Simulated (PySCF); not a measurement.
Sn(F)(Cl)2(OMe) (CH3Cl2FOSn), SMILES C[O][Sn]([F])([Cl])[Cl].

Coordinates come from a B3LYP-D3(BJ)/def2-SVP optimisation. The structure was generated by enumeration; whether it is a known compound was not checked. The def2 effective core potentials stand for the cores of Sn; spin–orbit coupling is left out. Other conformers were not sampled.

All values below come from PySCF 2.14.0 with B3LYP-D3(BJ)/def2-SVP.

Frequencies are harmonic and unscaled.

```json
[
 {"mode": "1", "ν (cm⁻¹)": "40", "IR (km/mol)": "1.9", "moving atoms (share of kinetic energy)": "C 39 %, H 23 %, F 14 %, Cl 12 %"},
 {"mode": "2", "ν (cm⁻¹)": "87", "IR (km/mol)": "1.3", "moving atoms (share of kinetic energy)": "Cl 37 %, C 31 %, H 13 %"},
 {"mode": "3", "ν (cm⁻¹)": "100", "IR (km/mol)": "1.7", "moving atoms (share of kinetic energy)": "Cl 71 %, Sn 9 %, H 9 %"},
 {"mode": "4", "ν (cm⁻¹)": "115", "IR (km/mol)": "2.2", "moving atoms (share of kinetic energy)": "H 77 %, Cl 13 %"},
 {"mode": "5", "ν (cm⁻¹)": "141", "IR (km/mol)": "20.1", "moving atoms (share of kinetic energy)": "F 35 %, Cl 30 %, Sn 19 %"},
 {"mode": "6", "ν (cm⁻¹)": "149", "IR (km/mol)": "11.1", "moving atoms (share of kinetic energy)": "F 60 %, Cl 20 %, Sn 11 %"},
 {"mode": "7", "ν (cm⁻¹)": "184", "IR (km/mol)": "29.8", "moving atoms (share of kinetic energy)": "O 50 %, F 24 %, H 11 %, Sn 10 %"},
 {"mode": "8", "ν (cm⁻¹)": "263", "IR (km/mol)": "15.5", "moving atoms (share of kinetic energy)": "O 33 %, C 32 %, H 17 %, Sn 9 %"},
 {"mode": "9", "ν (cm⁻¹)": "368", "IR (km/mol)": "22.0", "moving atoms (share of kinetic energy)": "Cl 83 %, Sn 13 %"},
 {"mode": "10", "ν (cm⁻¹)": "403", "IR (km/mol)": "67.1", "moving atoms (share of kinetic energy)": "Cl 69 %, Sn 31 %"},
 {"mode": "11", "ν (cm⁻¹)": "571", "IR (km/mol)": "37.9", "moving atoms (share of kinetic energy)": "O 68 %, Sn 14 %, C 9 %"},
 {"mode": "12", "ν (cm⁻¹)": "642", "IR (km/mol)": "58.9", "moving atoms (share of kinetic energy)": "F 84 %, Sn 15 %"},
 {"mode": "13", "ν (cm⁻¹)": "1075", "IR (km/mol)": "192.9", "moving atoms (share of kinetic energy)": "O 52 %, C 45 %"},
 {"mode": "14", "ν (cm⁻¹)": "1167", "IR (km/mol)": "1.4", "moving atoms (share of kinetic energy)": "H 78 %, C 18 %"},
 {"mode": "15", "ν (cm⁻¹)": "1180", "IR (km/mol)": "2.4", "moving atoms (share of kinetic energy)": "H 75 %, C 19 %"},
 {"mode": "16", "ν (cm⁻¹)": "1462", "IR (km/mol)": "9.7", "moving atoms (share of kinetic energy)": "H 91 %"},
 {"mode": "17", "ν (cm⁻¹)": "1466", "IR (km/mol)": "10.0", "moving atoms (share of kinetic energy)": "H 95 %"},
 {"mode": "18", "ν (cm⁻¹)": "1480", "IR (km/mol)": "17.1", "moving atoms (share of kinetic energy)": "H 95 %"},
 {"mode": "19", "ν (cm⁻¹)": "2995", "IR (km/mol)": "60.3", "moving atoms (share of kinetic energy)": "H 97 %"},
 {"mode": "20", "ν (cm⁻¹)": "3072", "IR (km/mol)": "29.1", "moving atoms (share of kinetic energy)": "H 90 %, C 10 %"},
 {"mode": "21", "ν (cm⁻¹)": "3105", "IR (km/mol)": "13.0", "moving atoms (share of kinetic energy)": "H 90 %, C 10 %"}
]
```
